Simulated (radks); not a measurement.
Mg+, configuration [Ne] 3s1. Method: non-relativistic Kohn-Sham, r2SCAN, spin-polarised, spherical densities, point nucleus; open shells are filled with parallel spins first; meta-GGA in the generalised Kohn-Sham scheme; computed with a radial shooting solver on a logarithmic mesh with Libxc functionals.

Normalised radial functions P(r) = r R(r), r in bohr:

```
   r/bohr * 1s down, o 2s down (the largest magnitude, 2.48, reaches the edge; | marks zero, & curves that meet)
 0.006029                             |o   *
 0.008711                             | o    *
  0.01249                             | o      *
  0.01804                             |  o         *
  0.02607                             |   o            *
  0.03766                             |    o               *
  0.05441                             |     o                  *
  0.07799                             |     o                    *
   0.1127                             |    o                    *
   0.1628                             |o                   *
   0.2352                         o   |            *
   0.3399                   o         |     *
   0.4911                o            | *
   0.7039                 o           *
    1.017                     o       *
    1.469                          o  *
    2.123                            o*
    3.068                             &
    4.397                             &
    6.353                             &
    9.179                             &
```

1s down: eigenvalue -1275.4 eV, 0 radial nodes, <r> = 0.131 bohr, 90 % of the charge inside 0.234 bohr. 2s down: eigenvalue -91.524 eV, 1 radial node at r = 0.180 bohr, <r> = 0.696 bohr, 90 % of the charge inside 1.11 bohr.
